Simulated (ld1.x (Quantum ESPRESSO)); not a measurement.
What one change does to a pseudopotential (fluorine (F), TM)

fluorine, norm-conserving Troullier–Martins (Kleinman–Bylander form), made with ld1.x (Quantum ESPRESSO) 7.5 (BLYP, scalar-relativistic). Core [He], reference 2s2 2p5. Waves: 2p (bound): rc 1.05 bohr; 2s (bound): rc 0.60 bohr. Local part: the s channel. Core correction: none.

Change: wave 2p (bound): rc 1.05 bohr becomes 2p (bound): rc 1.38 bohr.

Cutoffs: the cutoffs (Ry, on a coarse ladder) from which the occupation-weighted sum of valence levels, in a spherical-Bessel basis at the reference potential, stays within 10 and 1 mRy of its value at 400 Ry; they do not see the model core or the augmentation charge, which bear on the density cutoff. Errors are all-electron minus pseudo energies relative to the spin-unpolarised reference configuration.

**Question.** What does the change do?

**Answer.** The potential gets neither clearly harder nor softer (180 Ry and 260 Ry → 180 Ry and 260 Ry); the s channel sets the loose cutoff, while the largest relative change is in p, which becomes softer; of the 7 tests that both files solve, the error grows in 5 and shrinks in 0 by more than 15 % and 0.3 meV (median size 19.2 → 18.1 meV); neither file shows a bound ghost. More of the atom is replaced by a form fitted at one configuration, so other configurations suffer.

```csv
quantity,base,changed
"cutoff, loose",180 Ry,180 Ry
"cutoff, tight",260 Ry,260 Ry
loose cutoff by channel (10 mRy a level),"p 100 Ry, s 90 Ry","p 70 Ry, s 90 Ry"
bound ghosts,none,none
"error for 2s2 2p4, meV [ΔE 19.40 eV]",+1.9,+15
"error for 2s2 2p3, meV [ΔE 57.81 eV]",+42,+165
"error for 2s2 2p2, meV [ΔE 118.51 eV]",+228,+742
"error for 2s1 2p6, meV [ΔE 18.68 eV]",+19,+18
"error for 2s2 2p5.3, meV [ΔE -2.67 eV]",+0.3,+0.3
"error for 2s2 2p4.5, meV [ΔE 7.55 eV]",-0.4,+1.4
"error for 2s2 2p1, meV [ΔE 204.42 eV]",+795,+2256
```
